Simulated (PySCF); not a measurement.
# Computed properties of CdHBr, SMILES [Br][CdH]

CdHBr, SMILES [CdH][Br]. Geometry optimised at B3LYP-D3(BJ)/def2-TZVP. The def2 effective core potentials stand for the cores of Cd; spin–orbit coupling is left out. The values are those of a single conformer. All values are computed for the isolated molecule unless a solvent is named; none is compared with measurement here.

**Structure.** The optimised structure has C∞v symmetry. All 4 harmonic modes at B3LYP-D3(BJ)/def2-TZVP (PySCF) are real, so it is a minimum.

**Vibrations.** The strongest infrared lines (harmonic, unscaled, degenerate partners summed) lie at 1852 cm⁻¹ (122 km/mol, H 99 %), 409 cm⁻¹ (100 km/mol, H 97 %), 251 cm⁻¹ (17 km/mol, Br 59 %, Cd 41 %). The softest mode is at 251 cm⁻¹ and the zero-point energy is 4.2 kcal/mol.

**Electronic structure.** B3LYP/def2-TZVPD (PySCF) places the frontier levels at -7.83 and -1.41 eV, a gap of 6.42 eV, and gives a dipole moment of 2.24 D and a mean polarisability of 56.2 bohr³.

**Excitations.** TDDFT-PBE0/def2-TZVPD (PySCF) has S1 at 5.64 eV (220 nm, f = 0.047, weak); the most intense of the 10 singlets computed lies at 7.74 eV (f = 1.32). Strengths of degenerate partners are summed. T1 (TDA) is at 5.29 eV. No vertical singlet excitation falls in the visible range (under 3.1 eV).
